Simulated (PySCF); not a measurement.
A structure optimised at PBE-D3(BJ)/def2-SVP, used in a PySCF frequency run:

```
Ga
O 1 1.8107
C 2 1.4071 1 124.55
H 3 1.1149 2 110.55 1 -120.85
H 3 1.1149 4 107.00 2 120.45
H 3 1.1177 4 107.30 5 114.89
H 1 1.5818 2 114.55 3 0.00
C 1 1.9636 7 132.18 6 180.00
H 8 1.1067 1 109.94 7 -180.00
H 8 1.1088 9 109.09 1 121.38
H 8 1.1088 9 109.09 10 117.23
```

Problem. Write its SMILES, formula and point group.

Solution. C[O][GaH][CH3], C2H7GaO, Cs

Problem. What are its rotational constants (standard atomic weights)?

Solution. 14.926, 2.5849, 2.2672 GHz
